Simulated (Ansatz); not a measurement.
Input file for Ansatz (a first-principles code): R-CCSD(T)/cc-pVQZ on C3H2 (SMILES [CH]C#C), 2S+1 = 1, a spin state set in the input, which need not be the lowest.

Ansatz 0.2 input:
```yaml
crystal:
  periodic: [false, false, false]
  atoms:
    - {symbol: C, position_ang: [-0.00000000, -0.00000000, -1.26464557]}
    - {symbol: C, position_ang: [0.00000000, 0.00000000, 0.00000000]}
    - {symbol: C, position_ang: [0.00000000, 0.00000000, 1.26464557]}
    - {symbol: H, position_ang: [-0.00000000, -0.00000000, -2.32597906]}
    - {symbol: H, position_ang: [0.00000000, 0.00000000, 2.32597906]}
basis:
  gaussian:
    orbitals: cc-pVQZ
magnetization: {spin_polarized: false}
correlation: {method: ccsd_t, electrons: outside_noble_gas}
scf: {omitted_lower_state_checks: [cluster_reference]}
```

The head of its log:

```
WARN ansatz: RAYON_NUM_THREADS=2 ignored (pool sized by the plan → 2); use --threads N
Functional definition: HF
these checks for a lower state are left out or cut short: cluster_reference
integrals: 1.15 GiB planned
1326 factors; integrals over basis functions are off by at most 1.3e-3 eV
mean field: 0.60 GiB planned
mean field evaluation 1: about -3116.4916 eV, gradient 2.4e1 eV
mean field evaluation 2: about -3116.4936 eV, gradient 2.4e1 eV
mean field evaluation 4: about -3118.3020 eV, gradient 3.6e0 eV
mean field evaluation 8: about -3118.3526 eV, gradient 6.5e-2 eV
mean field evaluation 16: about -3118.3526 eV, gradient 4.5e-2 eV
mean field -3118.35260577 eV, -114.5973445667 hartree, gradient 1.8e-6 eV, S^2 0.000000; 2 other end points of the search recorded, 0 dependent functions left out; unrestricted orbitals would lower it
3 core orbitals not correlated
reference -3118.35260577 eV, -114.5973445667 hartree; 7, 7 occupied and 215, 215 virtual orbitals, 1326 factors
```

What total energy does the run end on?

-115.1024 hartree (reference determinant -114.5973, T1 diagnostic 0.024).
